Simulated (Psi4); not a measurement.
CH$_{2}$ (SMILES [CH2]), singlet, at a GFN2-xTB geometry; B3LYP/3-21G run with Psi4 1.11.

The Psi4 input:
```
memory 2 GB

molecule mol {
0 1
C     0.001065    0.163900    0.016239
H    -0.884818   -0.486960   -0.038745
H     0.878429   -0.496439   -0.058687
}

set {
  basis 3-21g
  reference rks
}

energy('b3lyp')
print_variables()
```

It wrote (shortened):

```
   => Loading Basis Set <=

    Name: 3-21G
    Role: ORBITAL
    Keyword: BASIS

         ---------------------------------------------------------
                                   SCF
               by Justin Turney, Rob Parrish, Andy Simmonett
                          and Daniel G. A. Smith
                              RKS Reference
         ---------------------------------------------------------

  ==> Geometry <==

    Molecular point group: cs
    Full point group: Cs

    Geometry (in Angstrom), charge = 0, multiplicity = 1:

       Center              X                  Y                   Z               Mass
    ------------   -----------------  -----------------  -----------------  -----------------
         C            0.094746176420    -0.000612611981     0.000000000000    12.000000000000
         H           -0.558363096204     0.885321328873     0.000000000000     1.007825032230
         H           -0.569763394687    -0.878027062968     0.000000000000     1.007825032230

  Running in cs symmetry.

  Rotational constants: A =     22.50482  B =     10.75838  C =      7.27878 [cm^-1]
  Rotational constants: A = 674677.61815  B = 322528.16777  C = 218212.26781 [MHz]
  Nuclear repulsion =    6.069526044654546

  Charge       = 0
  Multiplicity = 1
  Electrons    = 8
  Nalpha       = 4
  Nbeta        = 4

  ==> Algorithm <==

  SCF Algorithm Type is DF.
  DIIS enabled.
  MOM disabled.
  Fractional occupation disabled.
  Guess Type is SAD.
  Energy threshold   = 1.00e-06
  Density threshold  = 1.00e-06
  Integral threshold = 1.00e-12

  ==> Primary Basis <==

  Basis Set: 3-21G
    Blend: 3-21G
    Number of shells: 9
    Number of basis functions: 13
    Number of Cartesian functions: 13
    Spherical Harmonics?: false
    Max angular momentum: 1

  ==> DFT Potential <==

   => LibXC <=

    Version 7.1.2
    S. Lehtola, C. Steigemann, M. J. T. Oliveira, and M. A. L. Marques,  SoftwareX 7, 1–5 (2018) (10.1016/j.softx.2017.11.002)

   => Composite Functional: B3LYP <=

    B3LYP Hyb-GGA Exchange-Correlation Functional

    P. J. Stephens, F. J. Devlin, C. F. Chabalowski, and M. J. Frisch,  J. Phys. Chem. 98, 11623 (1994) (10.1021/j100096a001)

    Deriv               =              1
    GGA                 =           TRUE
    Meta                =          FALSE

    Exchange Hybrid     =           TRUE
    MP2 Hybrid          =          FALSE

   => Exchange Functionals <=

    0.0800   Slater exchange
    0.7200         Becke 88

   => Exact (HF) Exchange <=

    0.2000               HF

   => Correlation Functionals <=

    0.1900   Vosko, Wilk & Nusair (VWN5_RPA)
    0.8100   Lee, Yang & Parr

   => LibXC Density Thresholds  <==

    XC_HYB_GGA_XC_B3LYP:  1.00E-15

   => Molecular Quadrature <=

    Radial Scheme          =       TREUTLER
    Pruning Scheme         =           NONE
    Nuclear Scheme         =       TREUTLER

    Blocking Scheme        =         OCTREE
    BS radius alpha        =              1
    Pruning alpha          =              1
    Radial Points          =             75
    Spherical Points       =            302
    Total Points           =          65383
    Total Blocks           =            546
    Max Points             =            253
    Max Functions          =             13
    Weights Tolerance      =       1.00E-15

   => Loading Basis Set <=

    Name: (3-21G AUX)
    Role: JKFIT
    Keyword: DF_BASIS_SCF

  ==> Integral Setup <==

  SCF_SUBTYPE=INCORE selected. In-core MEM_DF algorithm will be used.
  Using in-core AOs.

  ==> MemDFJK: Density-Fitted J/K Matrices <==

    J tasked:                   Yes
    K tasked:                   Yes
    wK tasked:                   No
    Algorithm:                 Core
    Schwarz Cutoff:           1E-12
    Mask sparsity (%):       0.0000
    Fitting Condition:        1E-10

   => Auxiliary Basis Set <=

  Basis Set: (3-21G AUX)
    Blend: DEF2-UNIVERSAL-JKFIT
    Number of shells: 37
    Number of basis functions: 129
    Number of Cartesian functions: 129
    Spherical Harmonics?: false
    Max angular momentum: 4

  Minimum eigenvalue in the overlap matrix is 5.0788117188E-02.
  Reciprocal condition number of the overlap matrix is 1.5643847815E-02.
    Using symmetric orthogonalization.

  ==> Pre-Iterations <==

  SCF Guess: Superposition of Atomic Densities via on-the-fly atomic UHF (no occupation information).

   -------------------------
    Irrep   Nso     Nmo
   -------------------------
     A'        11      11
     A"         2       2
   -------------------------
    Total      13      13
   -------------------------

  ==> Iterations <==

                           Total Energy        Delta E     RMS |[F,P]|

   @DF-RKS iter SAD:   -38.49905607913773   -3.84991e+01   0.00000e+00
   @DF-RKS iter   1:   -38.87460757558773   -3.75551e-01   2.08418e-02 DIIS/ADIIS
   @DF-RKS iter   2:   -38.88570320084446   -1.10956e-02   1.71013e-02 DIIS/ADIIS
   @DF-RKS iter   3:   -38.90684052858629   -2.11373e-02   3.95320e-04 DIIS/ADIIS
   @DF-RKS iter   4:   -38.90685422352076   -1.36949e-05   3.69891e-05 DIIS
   @DF-RKS iter   5:   -38.90685432013376   -9.66130e-08   1.85434e-06 DIIS
   @DF-RKS iter   6:   -38.90685432051936   -3.85597e-10   1.52440e-07 DIIS
  Energy and wave function converged.

  ==> Post-Iterations <==

   Electrons on quadrature grid:
      Ntotal   =    7.9999997443 ; deviation = -2.557e-07

    Orbital Energies [Eh]
    ---------------------

    Doubly Occupied:

[...]
       4Ap    -0.221857

    Virtual:

[...]
    Final Occupation by Irrep:
             Ap   App
    DOCC [     4,    0 ]
    NA   [     4,    0 ]
    NB   [     4,    0 ]

  @DF-RKS Final Energy:   -38.90685432051936

   => Energetics <=

    Nuclear Repulsion Energy =              6.0695260446545456
    One-Electron Energy =                 -63.4345341129822060
    Two-Electron Energy =                  23.3455226088824013
    DFT Exchange-Correlation Energy =      -4.8873688610741022
    Empirical Dispersion Energy =           0.0000000000000000
    VV10 Nonlocal Energy =                  0.0000000000000000
    Total Energy =                        -38.9068543205193649

Computation Completed

Properties will be evaluated at   0.000000,   0.000000,   0.000000 [a0]

Properties computed using the SCF density matrix

 Multipole Moments:

 ------------------------------------------------------------------------------------
     Multipole            Electronic (a.u.)      Nuclear  (a.u.)        Total (a.u.)
 ------------------------------------------------------------------------------------

 L = 1.  Multiply by 2.5417464519 to convert [e a0] to [Debye]
 Dipole X            :          0.2330490           -1.0575842           -0.8245351
 Dipole Y            :         -0.0015075            0.0068382            0.0053306
 Dipole Z            :          0.0000000            0.0000000            0.0000000
 Magnitude           :                                                    0.8245523

 ------------------------------------------------------------------------------------

  Variable Map:
  ----------------------------------------------------------------------------
[...]
  Array Variable Map:
  ----------------------------------------------------------------------------
[...]
[...]
```
